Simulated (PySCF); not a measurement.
C2H7NSi3.
Structure used (GFN2-xTB), in Å, numbered top down from 1:
```
atom  x, y, z in Å
N1     3.4343   -0.7111    1.3912
C2     2.6238   -0.4874    0.6098
Si3    1.2642   -0.1199   -0.6115
Si4   -0.2030    1.5861    0.0648
C5    -1.5535    0.2124    0.2355
Si6   -0.6707   -1.4186   -0.3134
H7     2.0319   -0.0826   -1.8666
H8     0.0233    2.3065    1.3203
H9    -0.5829    2.5900   -0.9369
H10   -2.4343    0.4279   -0.3685
H11   -1.9231    0.1395    1.2581
H12   -1.2918   -1.9836   -1.5176
H13   -0.7227   -2.4588    0.7171
```

Level of theory: PySCF 2.14.0, density-fitted response routines, TDDFT PBE0/def2-SVPD, vertical, gas phase, core orbitals frozen in the response.

```csv
state,E (eV),ν̃ (cm⁻¹),f,|μ| (D),symmetry,"main configurations (H = HOMO, L = LUMO)"
S1,5.15,41510,0.0004,0.14,–,H→L (98%)
S2,5.78,46610,0.018,0.92,A′,H-1→L (96%)
S3,5.87,47320,0.084,1.94,A″,H→L+1 (88%)
S4,6.03,48650,0.0005,0.15,–,H-2→L (97%)
S5,6.24,50340,0.135,2.39,A′,"H→L+2 (67%), H-1→L+1 (26%)"
S6,6.28,50670,0.012,0.72,A″,H-1→L+2 (89%)
S7,6.52,52610,0.086,1.87,A′,"H-1→L+1 (71%), H→L+2 (23%)"
S8,6.76,54550,0.026,1.01,A″,"H→L+3 (54%), H-2→L+1 (31%)"
```

Triplets (Tamm–Dancoff): T1 4.54 eV, H→L (97%); T2 5.02 eV, H-1→L (90%); T3 5.20 eV, H→L+2 (83%).

The lowest singlet comes at 241 nm (497 kJ/mol) in the ultraviolet; it is dark (f under 0.0005); its leading configuration is HOMO→LUMO (98%). The strongest level in the table is S5 at 6.24 eV (199 nm, f = 0.135). Löwdin shares by element: HOMO silicon 69%, carbon 7% or more (atoms not listed hold the other 24%); LUMO silicon 61%, carbon 8% or more (atoms not listed hold the other 31%). The listed states span 1.62 eV, and the widest gap between neighbours is 0.63 eV (S1 to S2). Weighted by f, the mean energy of these states is 6.24 eV. Orbital energies (eV): HOMO-3 -9.75, HOMO-2 -8.95, HOMO-1 -8.54, HOMO -8.03, LUMO -1.56, LUMO+1 -1.02, LUMO+2 -0.88. Symmetry labels in Cs follow from the direction of the transition dipole and are given only for states with f of 0.002 or more. Singlets were solved by full linear response, triplets in the Tamm–Dancoff approximation.
